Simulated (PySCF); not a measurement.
C2H7BClNO, SMILES CNB(Cl)OC. Geometry optimised at PBE-D3(BJ)/def2-SVP. One conformer was computed; it need not be the lowest.

The numbers are results of PBE-D3(BJ)/def2-SVP (PySCF), not measurements.

Harmonic wavenumbers (cm⁻¹): 105, 125, 132, 184, 188, 228, 364, 476, 505, 583, 622, 1003, 1047, 1107, 1120, 1132, 1157, 1256, 1289, 1395, 1412, 1421, 1423, 1426, 1437, 1535, 2915, 2943, 2984, 3004, 3057, 3086, 3522. Rotational constants (GHz): 3.212, 2.249, 1.346; symmetry number 1.

Problem. Work out the zero-point energy and the ideal-gas rigid-rotor harmonic-oscillator thermochemistry at 298.15 K and 1 atm.

Solution. ZPE = ½ Σ hcν = ½ × 44182 cm⁻¹ = 63.16 kcal/mol. H − E(el) = 68.75 kcal/mol. Entropy in cal/(mol K): translation 39.93, rotation 27.89, vibration 19.66, total 87.48. G − E(el) = 42.66 kcal/mol. Cp = 28.12 cal/(mol K). Modes under 150 cm⁻¹ make the vibrational entropy uncertain.
